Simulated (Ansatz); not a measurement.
Abridged output of a molecular run in Ansatz:

```
Functional definition: HF
880 factors; integrals over basis functions are off by at most 1.2e-3 eV
mean field evaluation 1: about -13051.8671 eV, gradient 3.6e1 eV
mean field evaluation 2: about -13051.8707 eV, gradient 3.6e1 eV
mean field evaluation 4: about -13054.8038 eV, gradient 3.2e0 eV
mean field evaluation 8: about -13054.8430 eV, gradient 1.4e-1 eV
mean field evaluation 16: about -13054.8376 eV, gradient 4.9e-1 eV
mean field -13054.84312496 eV, -479.7566359517 hartree, gradient 2.2e-6 eV, S^2 0.000000; 0 other end points of the search recorded, 0 dependent functions left out
8 core orbitals not correlated: weight in the atoms' cores, before any rotation towards them, 1.000 or more for the frozen orbitals, at most 0.000 for the correlated occupied ones
reference -13054.84312496 eV, -479.7566359517 hartree; 13, 13 occupied and 69, 69 virtual orbitals, 880 factors
second order -16.74679979 eV of doubles, -0.00000000 eV of singles
cycle   1  -17.38006721 eV  change   -6.3e-1 eV  update   9.0e-2
cycle   2  -17.84270774 eV  change   -4.6e-1 eV  update   2.7e-2
cycle   3  -17.94068148 eV  change   -9.8e-2 eV  update   1.3e-2
cycle   4  -17.93528684 eV  change    5.4e-3 eV  update   3.2e-3
cycle   5  -17.93518808 eV  change    9.9e-5 eV  update   1.4e-3
cycle   6  -17.93533314 eV  change   -1.5e-4 eV  update   4.4e-4
cycle   7  -17.93503509 eV  change    3.0e-4 eV  update   1.6e-4
cycle   8  -17.93498082 eV  change    5.4e-5 eV  update   5.3e-5
cycle   9  -17.93500662 eV  change   -2.6e-5 eV  update   1.7e-5
perturbative correction -0.43091376 eV, -0.0158357886 hartree
Total energy: -13073.20904534 eV, -480.4315710768 hartree
```

Its atoms:

Z-matrix (Å, degrees):
```
C
O 1 1.409
Si 1 1.910 2 112.0
O 1 1.404 2 112.1 3 -120.7
H 1 1.098 2 104.0 3 119.4
H 2 0.963 1 108.1 3 57.2
H 3 1.489 1 107.3 2 -54.7
H 3 1.484 1 111.7 2 -175.5
H 3 1.485 1 108.7 2 63.3
H 4 0.964 1 108.2 2 -60.5
```

Problem. Which basis set was used?
A. def2-TZVPP
B. def2-SVPD
C. def2-TZVPPD
D. def2-SVP

Solution. D. It gives 90 functions.

Problem. Write the keys of the input that set method, charge and spin (a neutral closed shell needs none for the last two).

Solution. 
```yaml
correlation: {method: ccsd_t}
```
